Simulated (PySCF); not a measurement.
UHF on Al³⁺ (aluminium, charge +3)

Configuration: [Ne], closed-shell 1S. All numbers are calculated (PySCF 2.14, no relativity, point nucleus, in 6-31G*).

| Item | Value |
| --- | --- |
| Total energy | -239.978257 hartree |
| One-electron energy | -321.1599 hartree |
| Hartree (Coulomb) energy | 98.6156 hartree |
| Exchange energy | -17.4340 hartree |
| Kinetic energy | 239.79351 hartree |
| ⟨S²⟩ | 0.0000 |
| ⟨L²⟩ | 0.000 |
| Sum of ⟨r⟩ | 5.062 bohr |
| Sum of ⟨r²⟩ | 3.644 bohr² |
| Density at the nucleus (Gaussians lack the cusp) | 1310 bohr⁻³ |
| Langevin diamagnetic susceptibility | -2.89 ×10⁻⁶ cm³/mol |
| Time after the integrals | 0.03 s of wall time on 1 thread of Intel(R) Xeon(R) Platinum 8559C (shared host) |

| shell | electrons | mean orbital energy (hartree) | rms radius, mean of both spins (bohr) |
| --- | --- | --- | --- |
| 1s | 2 | -59.80373 | 0.139 |
| 2s | 2 | -6.15816 | 0.676 |
| 2p | 6 | -4.47882 | 0.670 |
